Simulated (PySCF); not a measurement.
An unknown shows these calculated signals:

¹H NMR (500 MHz, computed): δ 12.71 (m, 1H), 6.18 (m, 1H), 6.12 (m, 2H), 6.07 (m, 2H), 5.86 (m, 1H).

¹³C{¹H} NMR (computed): δ 240.3 (CH), 173.4 (C), 119.2 (CH2).

[PySCF: GFN2-xTB structure; GIAO PBE0/pcSseg-1 shieldings; no relativistic terms; single conformer; equivalent nuclei averaged; in vacuum]

Chemical shifts δ = σref − σ; ¹H (σ = 31.72 ppm), ¹³C (σ = 186.93 ppm) vs TMS, all at this level.

Q: Which of these does the molecule contain: a vinyl group CH=CH2, an NH or NH2 group, a non-aromatic C=C double bond, a Si–H bond, a ketone?

A: 
- A vinyl group CH=CH2: no.
- An NH or NH2 group: no.
- A non-aromatic C=C double bond: yes.
- A Si–H bond: yes (δH 6.07 (m), 6.12 (m)).
- A ketone: no.

The data belong to SMILES [SiH2]1[Si](C(=C)F)(C=O)[SiH2]O1, C$_{3}$H$_{7}$FO$_{2}$Si$_{3}$; they needn't prove each group on their own.

Carbon signals by region: 2 in the far downfield region (above 160 ppm), 1 in the sp2 and nitrile region (100–160 ppm). Above 160 ppm: 240.3, carbonyl carbon, 173.4, fully substituted alkene carbon.

Splittings by ¹⁹F in the carbon and heteronuclear signals aren't shown, as no couplings were computed. Shifts are as computed. Against solution values, carbons near 30 ppm lie about +3 ppm off and those near 130 ppm about +5 ppm. Of 1211 compounds with measured shifts, 218 miss one by over three times the rms of a fit or turn the order of signals round; such compounds aren't used in these exercises. Multiplicities follow the n + 1 count of equivalent neighbours, as no J values were calculated; m marks all less simple cases, F and P coupling included.
